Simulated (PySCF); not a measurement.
C2H6OZn, SMILES C[CH2][Zn][OH] (connectivity only; charge and spin as stated), charge +1, multiplicity 2. Atoms are numbered in the order given.

```xyz
10

Zn     0.3291     0.1745     0.3145
C     -0.0331    -1.0506    -1.3921
C     -1.4937    -0.8377    -1.5127
H      0.3371    -2.0073    -0.9873
H      0.6419    -0.5497    -2.1060
H     -1.7889     0.1923    -1.7695
H     -2.0878    -1.2349    -0.6739
H     -1.8014    -1.4532    -2.3983
O      0.3482     1.2149     1.7249
H      1.2007     1.4297     2.1286
```
Charge +1, spin multiplicity 2.

Geometry optimised at ωB97X-D3(BJ)/def2-SVP. The multiplicity is an assumed one; no other spin state was optimised. The isomer is the one that the SMILES or the coordinates give; other isomers of the formula were not compared. The values are those of a single conformer.

Method: PBE0/def2-TZVP in PySCF.

ESP charges are fitted to the potential on shells at 1.4 to 2.0 van der Waals radii. Atomic charges (e):

| atom | ESP fit | meta-Löwdin | Mulliken spin |
|---|---|---|---|
| Zn1 | 0.77 | 1.29 | 0.17 |
| C2 | -0.02 | -0.31 | 0.57 |
| C3 | 0.00 | -0.36 | 0.00 |
| H4 | 0.10 | 0.18 | -0.01 |
| H5 | 0.10 | 0.18 | -0.01 |
| H6 | 0.08 | 0.17 | 0.01 |
| H7 | 0.09 | 0.17 | 0.01 |
| H8 | 0.12 | 0.22 | 0.12 |
| O9 | -0.64 | -0.90 | 0.14 |
| H10 | 0.39 | 0.37 | 0.00 |
